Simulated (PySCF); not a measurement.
How methods differ on the excitation energy of V

V [Ar] 3d3 4s2 (4F) → V [Ar] 3d5 (6S), as a difference of total energies. Computed with PySCF 2.14 in aug-cc-pVTZ (8s7p5d3f2g, 93 functions), with the non-relativistic Hamiltonian (point nucleus). Correlated levels: valence: [Ar] frozen. The calculations carry no spin-orbit coupling.

| method | excitation energy (eV) |
| --- | --- |
| UHF | 3.484 |
| MP2 (valence) | 2.451 |
| SCS-MP2 (valence) | 3.928 |
| CCSD (valence) | 2.733 |
| CCSD(T) (valence) | 2.641 |

Task: How much does correlation contribute at CCSD(T) (valence)?

Result: 2.641 − (3.484) = -0.843 eV, measured against UHF.

The coupled-cluster amplitudes are large for the upper state (T1 above 0.03 or a double amplitude above 0.15), so a single reference is strained.
